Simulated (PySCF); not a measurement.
## Simulated characterisation data

- geometry from GFN2-xTB
- shieldings: GIAO PBE0/pcSseg-1
- code: PySCF 2.14
- no relativistic terms, a single conformation, in vacuum, rapidly exchanging positions averaged

Scale: ¹H (σref 31.72) and ¹³C (σref 186.93) vs TMS (reference shieldings calculated alike). Splittings of carbon signals by F and P are missing where no couplings were computed. Where no couplings were computed, multiplicities follow the n + 1 count of equivalent neighbours, and m marks all less simple cases (inequivalent or close neighbours, rings, F or P nearby). Shifts are as computed. Against solution values, carbons near 30 ppm lie about +3 ppm off and those near 130 ppm about +5 ppm. Of 1211 compounds with measured shifts, 218 miss one by over three times the rms of a fit or turn the order of signals round; such compounds aren't used in these exercises.

Compound 1 (C4H11P). ¹H NMR (500 MHz, computed): δ 1.30 (m, 9H), -0.23 (m, 2H). ¹³C{¹H} NMR (computed): δ 22.5 (CH3), -0.1 (CH2). Structure: SMILES C=P(C)(C)C.

Compound 2 (C3H7N3Si). ¹H NMR (500 MHz, computed): δ 7.94 (s, 1H), 5.10 (s, 3H), 2.63 (s, 3H). ¹³C{¹H} NMR (computed): δ 170.4, 155.3, 16.5. Structure: `n1([SiH3])cnc(C)n1`.
